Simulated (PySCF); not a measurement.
PySCF input for C₄H₁₂Ge, SMILES [CH3][Ge]([CH3])([CH3])[CH3], TDA-M06-2X/def2-SVPD. Coordinates come from a B3LYP-D3(BJ)/def2-SVP optimisation. The isomer is the one that the SMILES or the coordinates give; other isomers of the formula were not compared.

```python
import numpy as np
from pyscf import gto, scf, dft, tdscf

mol = gto.M(
    atom='''
    C     1.13755256    1.13755255   -1.13755256
    Ge    0.00000000   -0.00000000   -0.00000000
    C    -1.13755256    1.13755256    1.13755256
    C    -1.13755256   -1.13755255   -1.13755256
    C     1.13755255   -1.13755255    1.13755256
    H     0.52049024    1.78252959   -1.78252958
    H     1.78252958    0.52049023   -1.78252958
    H     1.78252959    1.78252959   -0.52049023
    H    -1.78252958    0.52049024    1.78252958
    H    -1.78252959    1.78252958    0.52049024
    H    -0.52049024    1.78252959    1.78252959
    H    -1.78252959   -0.52049024   -1.78252959
    H    -0.52049023   -1.78252959   -1.78252959
    H    -1.78252958   -1.78252959   -0.52049024
    H     1.78252958   -1.78252958    0.52049024
    H     1.78252958   -0.52049024    1.78252958
    H     0.52049024   -1.78252959    1.78252959
    ''',
    basis='def2-SVPD',
    charge=0,
    spin=0,
    symmetry=True,
    max_memory=1600,
    verbose=4,
)
mf = dft.RKS(mol, xc='m06-2x').density_fit(auxbasis='def2-universal-jkfit')
mf.grids.level = 4
mf.conv_tol = 1e-9
mf.max_cycle = 100
mf.kernel()
mf.grids = dft.Grids(mol).set(level=2).build(with_non0tab=True)  # coarser grid for the response kernel
td = tdscf.TDA(mf)
td.singlet = True
td.nstates = 6
td.conv_tol = 1e-4
td.kernel(x0=td.get_init_guess(mf, 11))
td.analyze()
tt = tdscf.TDA(mf)
tt.singlet = False
tt.nstates = 2
tt.conv_tol = 1e-4
tt.kernel(x0=tt.get_init_guess(mf, 7))
tt.analyze(verbose=3)
```

Program output:

```
PySCF version 2.14.0

[INPUT] verbose = 4
[INPUT] num. atoms = 17
[INPUT] num. electrons = 68
[INPUT] charge = 0
[INPUT] spin (= nelec alpha-beta = 2S) = 0
[INPUT] symmetry True subgroup None
[INPUT] Mole.unit = angstrom
[INPUT] Symbol           X                Y                Z      unit          X                Y                Z       unit  Magmom
[INPUT]  1 C      1.137552560000   1.137552550000  -1.137552560000 AA    2.149662790698   2.149662771801  -2.149662790698 Bohr   0.0
[INPUT]  2 Ge     0.000000000000   0.000000000000   0.000000000000 AA    0.000000000000   0.000000000000   0.000000000000 Bohr   0.0
[INPUT]  3 C     -1.137552560000   1.137552560000   1.137552560000 AA   -2.149662790698   2.149662790698   2.149662790698 Bohr   0.0
[INPUT]  4 C     -1.137552560000  -1.137552550000  -1.137552560000 AA   -2.149662790698  -2.149662771801  -2.149662790698 Bohr   0.0
[INPUT]  5 C      1.137552550000  -1.137552550000   1.137552560000 AA    2.149662771801  -2.149662771801   2.149662790698 Bohr   0.0
[INPUT]  6 H      0.520490240000   1.782529590000  -1.782529580000 AA    0.983584004109   3.368492734033  -3.368492715136 Bohr   0.0
[INPUT]  7 H      1.782529580000   0.520490230000  -1.782529580000 AA    3.368492715136   0.983583985212  -3.368492715136 Bohr   0.0
[INPUT]  8 H      1.782529590000   1.782529590000  -0.520490230000 AA    3.368492734033   3.368492734033  -0.983583985212 Bohr   0.0
[INPUT]  9 H     -1.782529580000   0.520490240000   1.782529580000 AA   -3.368492715136   0.983584004109   3.368492715136 Bohr   0.0
[INPUT] 10 H     -1.782529590000   1.782529580000   0.520490240000 AA   -3.368492734033   3.368492715136   0.983584004109 Bohr   0.0
[INPUT] 11 H     -0.520490240000   1.782529590000   1.782529590000 AA   -0.983584004109   3.368492734033   3.368492734033 Bohr   0.0
[INPUT] 12 H     -1.782529590000  -0.520490240000  -1.782529590000 AA   -3.368492734033  -0.983584004109  -3.368492734033 Bohr   0.0
[INPUT] 13 H     -0.520490230000  -1.782529590000  -1.782529590000 AA   -0.983583985212  -3.368492734033  -3.368492734033 Bohr   0.0
[INPUT] 14 H     -1.782529580000  -1.782529590000  -0.520490240000 AA   -3.368492715136  -3.368492734033  -0.983584004109 Bohr   0.0
[INPUT] 15 H      1.782529580000  -1.782529580000   0.520490240000 AA    3.368492715136  -3.368492715136   0.983584004109 Bohr   0.0
[INPUT] 16 H      1.782529580000  -0.520490240000   1.782529580000 AA    3.368492715136  -0.983584004109   3.368492715136 Bohr   0.0
[INPUT] 17 H      0.520490240000  -1.782529590000   1.782529590000 AA    0.983584004109  -3.368492734033   3.368492734033 Bohr   0.0

nuclear repulsion = 397.459257397269
point group symmetry = Td, use subgroup D2
symmetry origin: [-1.66740537e-09  1.38950452e-09  2.77900898e-10]
symmetry axis x: [ 1.00000000e+00 -3.51697279e-09 -5.95584143e-10]
symmetry axis y: [3.51697279e-09 1.00000000e+00 1.90658856e-09]
symmetry axis z: [ 5.95584137e-10 -1.90658856e-09  1.00000000e+00]
num. orbitals of irrep A = 58
num. orbitals of irrep B1 = 52
num. orbitals of irrep B2 = 52
num. orbitals of irrep B3 = 52
number of shells = 94
number of NR pGTOs = 320
number of NR cGTOs = 214
basis = def2-SVPD
ecp = {}


[settings echo left out]
init E= -2235.60133420309
HOMO (B2) = -0.334590877316866  LUMO (A) = -0.0073002774905726  gap/eV = 8.90603
cycle= 1 E= -2236.17736359016  delta_E= -0.576  |g|= 0.387  |ddm|=    5
HOMO (B2) = -0.308172952698984  LUMO (A) = 0.0299000412325707  gap/eV = 9.19943
cycle= 2 E= -2236.19385212762  delta_E= -0.0165  |g|= 0.312  |ddm|= 0.883
HOMO (B2) = -0.341947042342169  LUMO (A) = 0.0248448269116701  gap/eV = 9.98092
cycle= 3 E= -2236.21536706019  delta_E= -0.0215  |g|= 0.0263  |ddm|= 0.407
HOMO (B2) = -0.340970651586942  LUMO (A) = 0.0251729193852839  gap/eV = 9.96327
cycle= 4 E= -2236.21551465566  delta_E= -0.000148  |g|= 0.0085  |ddm|= 0.0569
HOMO (B2) = -0.3402015036758  LUMO (A) = 0.0252985012909019  gap/eV = 9.94576
cycle= 5 E= -2236.21552497507  delta_E= -1.03e-05  |g|= 0.00101  |ddm|= 0.0118
HOMO (B2) = -0.340362411378952  LUMO (A) = 0.0252900784550802  gap/eV = 9.94991
cycle= 6 E= -2236.21552519656  delta_E= -2.21e-07  |g|= 0.00023  |ddm|= 0.00289
HOMO (B2) = -0.340317435053915  LUMO (A) = 0.0253003374192953  gap/eV = 9.94897
cycle= 7 E= -2236.21552521277  delta_E= -1.62e-08  |g|= 4.45e-05  |ddm|= 0.000639
HOMO (B2) = -0.340324466231938  LUMO (A) = 0.0253004294938286  gap/eV = 9.94916
cycle= 8 E= -2236.21552521367  delta_E= -8.97e-10  |g|= 3.33e-06  |ddm|= 0.000211
HOMO (B2) = -0.340324236651345  LUMO (A) = 0.0253005049041453  gap/eV = 9.94916
Extra cycle  E= -2236.21552521368  delta_E= -1e-11  |g|= 1.6e-06  |ddm|= 2.12e-05
converged SCF energy = -2236.21552521368
tot grids = 122336


******** <class 'pyscf.tdscf.rks.TDA'> for <class 'pyscf.df.df_jk.DFSymAdaptedRKS'> ********
nstates = 6 singlet
deg_eia_thresh = 1.000e-03
wfnsym = None
conv_tol = 0.0001
eigh lindep = 1e-12
eigh level_shift = 0
eigh max_cycle = 100


Excitation energies (eV)
[7.58938327 7.58938329 7.5893833  8.60035272 8.70824204 8.70824205]

** Singlet excitation energies and oscillator strengths **
Excited State   1:   B2      7.58938 eV    163.37 nm  f=0.0816
      32 -> 38        0.13700
      33 -> 35       -0.67387
      34 -> 36       -0.13700
Excited State   2:   B3      7.58938 eV    163.37 nm  f=0.0816
      32 -> 37        0.13700
      33 -> 36       -0.13700
      34 -> 35       -0.67387
Excited State   3:   B1      7.58938 eV    163.37 nm  f=0.0816
      32 -> 35        0.67387
      33 -> 38       -0.13700
      34 -> 37       -0.13700
Excited State   4:    A      8.60035 eV    144.16 nm  f=0.0000
      32 -> 36        0.39293
      33 -> 37       -0.39293
      34 -> 38       -0.39293
Excited State   5:   B1      8.70824 eV    142.38 nm  f=0.0000
      33 -> 38        0.46767
      33 -> 46        0.10815
      34 -> 37       -0.46767
      34 -> 45       -0.10814
Excited State   6:   B3      8.70824 eV    142.38 nm  f=0.0000
      32 -> 37       -0.46767
      32 -> 45       -0.10814
      33 -> 36       -0.46767
      33 -> 47        0.10815

** Transition electric dipole moments (AU) **
state          X           Y           Z        Dip. S.      Osc.
  1        -0.0000      0.6623      0.0000      0.4386      0.0816
  2         0.6623      0.0000     -0.0000      0.4386      0.0816
  3         0.0000     -0.0000     -0.6623      0.4386      0.0816
  4        -0.0000      0.0000      0.0000      0.0000      0.0000
  5        -0.0000      0.0000      0.0000      0.0000      0.0000
  6         0.0000     -0.0000     -0.0000      0.0000      0.0000

** Transition velocity dipole moments (imaginary part, AU) **
state          X           Y           Z        Dip. S.      Osc.
  1        -0.0000      0.1963      0.0000      0.0385      0.0921
  2         0.1963     -0.0000     -0.0000      0.0385      0.0921
  3        -0.0000     -0.0000     -0.1963      0.0385      0.0921
  4         0.0000      0.0000      0.0000      0.0000      0.0000
  5         0.0000      0.0000      0.0000      0.0000      0.0000
  6         0.0000     -0.0000      0.0000      0.0000      0.0000

** Transition magnetic dipole moments (imaginary part, AU) **
state          X           Y           Z
  1        -0.0000      0.0000      0.0000
  2        -0.0000     -0.0000      0.0000
  3         0.0000      0.0000     -0.0000
  4         0.0000     -0.0000      0.0000
  5        -0.0000      0.0000      0.9787
  6        -0.9787      0.0000     -0.0000


******** <class 'pyscf.tdscf.rks.TDA'> for <class 'pyscf.df.df_jk.DFSymAdaptedRKS'> ********
nstates = 2 triplet
deg_eia_thresh = 1.000e-03
wfnsym = None
conv_tol = 0.0001
eigh lindep = 1e-12
eigh level_shift = 0
eigh max_cycle = 100


Excitation energies (eV)
[7.45760392 7.45760393]

** Triplet excitation energies and oscillator strengths **
Excited State   1:   B2      7.45760 eV    166.25 nm  f=0.0000
Excited State   2:   B3      7.45760 eV    166.25 nm  f=0.0000
```

The run converged.

Cost: around 19 core-minutes (rough).
